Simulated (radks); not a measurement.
The numbers below are computed, except where a source is named.
Q: All-electron atom: Pr46+ in [Ne] 3s2 3p1. Code: a radial shooting solver on a logarithmic mesh with Libxc functionals. Model: scalar-relativistic Kohn-Sham, SCAN, spin-polarised, spherical densities, finite nucleus; open shells are filled with parallel spins first (spin-orbit coupling, left out, can overturn this in heavy ions); meta-GGA in the generalised Kohn-Sham scheme; Fermi nuclear charge, rms radius 4.8919 fm. Some entries of the table are withheld. Estimate them.

orbital,occ.,eigenvalue (eV),r(max) (bohr)
1s up,1,-45024.71,0.01541
1s down,1,-45021.04,0.01541
2s up,1,-9732.343,0.08654
2s down,1,-9729.791,0.08656
2p up,3,-9050.145,0.06961
2p down,3,-9046.199,0.06964
3s up,1,-3918.419,(1)
3s down,1,-3902.228,(2)
3p up,1,-3705.851,0.2240

A: 
(1) 3s up r(max) (bohr): 0.2323
(2) 3s down r(max) (bohr): 0.2326
